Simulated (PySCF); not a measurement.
phosphoric acid (H₃O₄P), SMILES O=P(O)(O)O.

Geometry: B3LYP-D3(BJ)/def2-SVP. The values are those of a single conformer.

Two levels are set side by side: PBE/def2-TZVP (PySCF) and r2SCAN/def2-TZVP (PySCF). Same geometry, gas phase. Differences are taken from unrounded values.

```
quantity                     r2SCAN
---------------------------  ------
orbital gap (eV)               7.50
highest occupied level (eV)   -7.54
lowest empty level (eV)       -0.04
dipole moment (D)              0.30
mean polarisability (bohr³)    34.4
```

### Question
What does PBE give, and how far is it from r2SCAN? (Estimate from the structure and the level; the computed values follow.)

### Answer

| quantity | PBE | PBE minus r2SCAN |
|---|---|---|
| orbital gap (eV) | 6.42 | -1.08 |
| highest occupied level (eV) | -7.16 | 0.37 |
| lowest empty level (eV) | -0.75 | -0.71 |
| dipole moment (D) | 0.29 | -0.02 |
| mean polarisability (bohr³) | 35.7 | 1.3 |

Rough cost on one machine, each run with all the roots and properties that it gave: r2SCAN against PBE about 4 times.
